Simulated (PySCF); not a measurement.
**Ti⁺ (titanium, charge +1): M06-L calculation**

Configuration: [Ar] 3d2 4s1, high-spin 4F determinant. All numbers are calculated (PySCF 2.14, the spin-free X2C one-electron Hamiltonian (Gaussian nucleus), in x2c-SVPall).

| Item | Value |
| --- | --- |
| Total energy | -853.257 hartree |
| One-electron energy | -1162.235 hartree |
| Hartree (Coulomb) energy | 351.086 hartree |
| Exchange-correlation energy | -42.108 hartree |
| ⟨S²⟩ | 3.7505 |
| ⟨L²⟩ | 12.004 |
| Sum of ⟨r⟩ | 17.32 bohr |
| Sum of ⟨r²⟩ | 29.34 bohr² |
| Langevin diamagnetic susceptibility | -23.2 ×10⁻⁶ cm³/mol |
| Time after the integrals | 2.5 s of wall time on 1 thread of Neoverse-N1 (shared host) |

```json
{"shell": "1s α", "electrons": "1", "mean orbital energy (eV)": "-4891.3", "spread (eV)": "0", "rms radius, mean of both spins (bohr)": "0.0805"}
{"shell": "1s β", "electrons": "1", "mean orbital energy (eV)": "-4891.3", "spread (eV)": "0", "rms radius, mean of both spins (bohr)": "0.0805"}
{"shell": "2s α", "electrons": "1", "mean orbital energy (eV)": "-553.47", "spread (eV)": "0", "rms radius, mean of both spins (bohr)": "0.351"}
{"shell": "2s β", "electrons": "1", "mean orbital energy (eV)": "-552.69", "spread (eV)": "0", "rms radius, mean of both spins (bohr)": "0.351"}
{"shell": "2p α", "electrons": "3", "mean orbital energy (eV)": "-457.31", "spread (eV)": "0", "rms radius, mean of both spins (bohr)": "0.321"}
{"shell": "2p β", "electrons": "3", "mean orbital energy (eV)": "-456.71", "spread (eV)": "0", "rms radius, mean of both spins (bohr)": "0.321"}
{"shell": "3s α", "electrons": "1", "mean orbital energy (eV)": "-73.328", "spread (eV)": "0", "rms radius, mean of both spins (bohr)": "1.08"}
{"shell": "3s β", "electrons": "1", "mean orbital energy (eV)": "-71.441", "spread (eV)": "0", "rms radius, mean of both spins (bohr)": "1.08"}
{"shell": "3p α", "electrons": "3", "mean orbital energy (eV)": "-48.287", "spread (eV)": "0.000", "rms radius, mean of both spins (bohr)": "1.18"}
{"shell": "3p β", "electrons": "3", "mean orbital energy (eV)": "-46.285", "spread (eV)": "0", "rms radius, mean of both spins (bohr)": "1.18"}
{"shell": "3d α", "electrons": "2", "mean orbital energy (eV)": "-12.737", "spread (eV)": "0.001", "rms radius, mean of both spins (bohr)": "1.70"}
{"shell": "4s α", "electrons": "1", "mean orbital energy (eV)": "-10.830", "spread (eV)": "0", "rms radius, mean of both spins (bohr)": "3.46"}
```

Densities and radii are taken from the X2C orbitals without a picture-change correction, which distorts them close to the nucleus.
